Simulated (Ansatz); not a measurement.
Computed with Ansatz on PBE0-D4/def2-TZVP structures; ΔE is electronic, products minus reactants. CBS: MP2 limit from def2 TZ/QZ plus the TZ coupled-cluster correction, frozen cores. Each species was taken in one conformer, which may not be the lowest.

Consider the isomerisation: `BN[SiH2]C=C` → `C=C[SiH2]BN`.

| species | SCS-MP2/def2-TZVPP energy (Eh) |
| --- | --- |
| `BN[SiH2]C=C` | -449.34626 |
| `C=C[SiH2]BN` | -449.31846 |

Problem. Work out ΔE.

Solution. ΔE = (-449.31846) − (-449.34626) = 0.02780 Eh = +0.76 eV. CCSD(T)/CBS gives +0.68 eV.

Largest T1 diagnostic among the species: 0.013.

In def2-TZVPP, CCSD(T) changes the Hartree–Fock value by −0.17 eV (the triples alone add −0.02 eV) and MP2 by −0.10 eV. From PBE to PBE0 (25 % exact exchange), in def2-TZVPP and without D4, ΔE moves by +0.07 eV.
